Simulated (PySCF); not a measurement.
## Fractional electron number in Ni²⁺ (nickel, charge +2)

The 3d beta orbital of [Ar] 3d8 is emptied in steps (occupation f), with all orbitals relaxed, ending at [Ar] 3d7. All numbers are calculated (PySCF 2.14, no relativity, point nucleus, in def2-SVP (5s3p2d1f, 31 functions)). The exact energy is a straight line in f; departures are measured from the line between the end points of the same method.

```tsv
f	PBE0 (eV)	r2SCAN (eV)	LC-wPBE (eV)
1	0.000	0.000	0.000
0.8	-0.978	-1.357	-0.603
0.6	-1.475	-2.038	-0.915
0.4	-1.482	-2.040	-0.925
0.2	-0.993	-1.359	-0.624
0	0.000	0.000	0.000
```

| method | E(f=0) − E(f=1) (eV) | −ε at f=1 (eV) | −ε at f=0.4 (eV) |
| --- | --- | --- | --- |
| PBE0 | 36.222 | 30.142 | 37.419 |
| r2SCAN | 36.316 | 27.854 | 38.015 |
| LC-wPBE | 36.492 | 32.764 | 37.210 |

Orbital energy along the path (eV):

```json
{"f": "1", "PBE0": "-30.142", "r2SCAN": "-27.854", "LC-wPBE": "-32.764"}
{"f": "0.8", "PBE0": "-32.529", "r2SCAN": "-31.215", "LC-wPBE": "-34.193"}
{"f": "0.6", "PBE0": "-34.954", "r2SCAN": "-34.606", "LC-wPBE": "-35.676"}
{"f": "0.4", "PBE0": "-37.419", "r2SCAN": "-38.015", "LC-wPBE": "-37.210"}
{"f": "0.2", "PBE0": "-39.922", "r2SCAN": "-41.420", "LC-wPBE": "-38.796"}
{"f": "0", "PBE0": "-42.457", "r2SCAN": "-44.795", "LC-wPBE": "-40.428"}
```

Reference removal energy between the ground levels: 35.187 ± 0.019 eV (measured; NIST Atomic Spectra Database, ionization energies). The calculation has no spin-orbit coupling. The determinant left behind need not be the lowest term of the ion.
